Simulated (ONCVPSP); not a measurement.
Before and after: ONCV potential for aluminium

* Element: Al
* Generator: ONCVPSP 4.0.1
* Type: optimised norm-conserving Vanderbilt (ONCV)
* Functional: PBE
* Relativity: scalar-relativistic
* Frozen core: [Ne]
* Valence charge: 3
* Reference configuration: 3s1.75 3p1.25
* Partial waves: 3s: rc 1.80 bohr, ncon 3, nbas 6, qcut 3.1 1/bohr, 2 projectors, debl 0.4 Ha; 3p: rc 2.85 bohr, ncon 4, nbas 8, qcut 3.1 1/bohr, 1 projector; d scattering state at 0.34 Ha: rc 2.50 bohr, ncon 3, nbas 7, qcut 3.9 1/bohr, 2 projectors, debl 1.8 Ha
* Local potential: polynomial inside 1.25 bohr (lpopt 5, dvloc0 0 Ha)
* Core correction: Teter function fitted to the true core (icmod 2), fcfact 0.6

Change: p: rc 3.46.

Cutoffs: the cutoffs (Ha) at which the residual kinetic energy of the hardest occupied pseudo-wave falls to 1 and 0.1 mHa per electron; they do not see the model core or the augmentation charge, which bear on the density cutoff. Errors are all-electron minus pseudo energies relative to the spin-unpolarised reference configuration.

**Question.** Predict the effect on cutoff, ghosts and configuration errors.

**Answer.** The potential gets neither clearly harder nor softer (5.7 Ha and 23 Ha → 5.7 Ha and 23 Ha); of the 4 tests that both files solve, the error grows in 2 and shrinks in 1 by more than 15 % and 0.3 meV (median size 8.7 → 8.5 meV); neither file shows a bound ghost.

```csv
quantity,base,changed
"cutoff, loose",5.7 Ha,5.7 Ha
"cutoff, tight",23 Ha,23 Ha
loose cutoff by channel,"s 5.7 Ha, p 2.1 Ha","s 5.7 Ha, p 2.1 Ha"
bound ghosts,none,none
GHOST(+) flags under 300 eV,s at 67.7 eV,s at 67.7 eV
"error for 3s2 3p1, meV [ΔE -1.27 eV]",+0.2,+0.3
"error for 3s2 3p0, meV [ΔE 4.49 eV]",-1.6,-3.1
"error for 3s1 3p0, meV [ΔE 23.72 eV]",+20,+14
"error for 3s0 3p3, meV [ΔE 9.18 eV]",+16,+21
s: phases at 1.83 bohr within 0.05 rad from the reference energy up to (Ha; the scan ends near 5),2.2,2.2
d: phases at 2.54 bohr within 0.05 rad from the reference energy up to (Ha; the scan ends near 5),4.0,4.0
"rms error of d²Exc/dni dnj with the model core, mHa",1.31,1.32
```

Base: The cutoffs count occupied waves only; projector 2 of the d channel, the hardest unoccupied one, needs 33 Ha at the loose tolerance. Changed file: The cutoffs count occupied waves only; projector 2 of the d channel, the hardest unoccupied one, needs 33 Ha at the loose tolerance.
